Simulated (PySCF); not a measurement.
A GIAO shielding run with PySCF 2.14.0 with density-fitted response routines (density fitting, non-relativistic, gas phase) on `InChI=1S/C4H14N2Si2/c7-5-4-1-2-6(8)3-4/h4-5H,1-3H2,7-8H3/t4-/m0/s1`:

```
$ OMP_NUM_THREADS=1 python probes_run.py task.json out

{"job": {"kind": "nmr", "xc": "HF", "basis": "pcSseg-1", "pop": false}, "charge": 0, "multiplicity": 1}
Si     2.993520     0.974883     0.851917
N      1.525378     0.060581     0.800737
C      0.892211    -0.399933    -0.416673
C      0.238229    -1.776168    -0.237618
C     -1.141550    -1.463050     0.371106
N     -1.318711    -0.028518     0.160944
Si    -2.694731     0.865610     0.711122
C     -0.329730     0.447099    -0.787865
H      2.928397     2.349444     0.244055
H      4.055596     0.230703     0.106661
H      3.370610     1.129457     2.288374
H      0.852248     0.200060     1.549110
H      1.641884    -0.415035    -1.224130
H      0.852839    -2.430086     0.395254
H      0.121132    -2.261446    -1.218587
H     -1.185517    -1.701955     1.448755
H     -1.927888    -2.068672    -0.118534
H     -2.316812     2.311043     0.745580
H     -3.049698     0.376531     2.079829
H     -3.926224     0.732185    -0.139449
H     -0.618195     0.270082    -1.845764
H     -0.140797     1.525162    -0.665300
```

Hardware: 1 thread of an Arm Neoverse N1, shared host. The job also computes ring-centre shieldings.

Question: How large is the calculation?

Answer: 80 electrons, 220 basis functions and 1178 auxiliary functions.

Question: How long does it take, and how much memory does it need?

Answer: 39 s of wall time, with 10 SCF cycles and 7 response iterations; peak memory 1.1 GiB. Times on a shared host scatter by some tens of per cent.

Question: And these other runs on the same molecule and hardware: GIAO shielding at PBE0/pcSseg-1?

Answer: PBE0/pcSseg-1: 220 functions, 82 s.
